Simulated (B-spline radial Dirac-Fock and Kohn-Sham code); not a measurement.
## Electron momentum distribution of Pd³⁴⁺: Compton profiles

System: Pd³⁴⁺ in the configuration [Ne] 3s2.

Level of theory: the impulse approximation on Dirac-Fock densities; a radial atomic solver. pz is in atomic units of momentum; subshell profiles are per electron, for a selection of subshells; open shells are spread over both j values by their weights.

| pz | J total | J 2s1/2 | J 2p1/2 | J 3s1/2 |
| --- | --- | --- | --- | --- |
| 1.6 | 0.5544 | 0.0602 | 0.0315 | 0.102 |
| 1.8 | 0.5425 | 0.0595 | 0.0315 | 0.0972 |
| 2 | 0.5300 | 0.0588 | 0.0315 | 0.0917 |
| 2.5 | 0.4966 | 0.0568 | 0.0315 | 0.0773 |
| 3 | 0.4625 | 0.0544 | 0.0314 | 0.0629 |
| 4 | 0.3999 | 0.0488 | 0.0312 | 0.0382 |
| 5 | 0.3518 | 0.0424 | 0.0307 | 0.0221 |
| 7 | 0.2931 | 0.0295 | 0.0290 | 0.0119 |
| 10 | 0.2281 | 0.0142 | 0.0243 | 0.0107 |
| 15 | 0.1263 | 0.00332 | 0.0147 | 0.00319 |
| 20 | 0.06902 | 0.00163 | 0.00748 | 0.000597 |
| 30 | 0.02565 | 0.00141 | 0.00170 | 0.000370 |
| 40 | 0.01137 | 0.000817 | 0.000421 | 0.000226 |
| 60 | 0.002873 | 0.000209 | 4.19e-05 | 5.59e-05 |
| 100 | 0.0003453 | 2.17e-05 | 1.80e-06 | 5.56e-06 |

Q: What is the peak value J(0), and which subshell contributes most to it?

A: J(0) = 0.6045. The 3s1/2 subshell gives the largest part, 41 %.

Mean momentum ⟨p⟩ by subshell (a.u.): 1s1/2 41.5, 2s1/2 15.0, 2p1/2 19.9, 2p3/2 19.1, 3s1/2 8.48.

Values without a named source are computed, but for edge energies of neutral atoms, which are taken from tables.
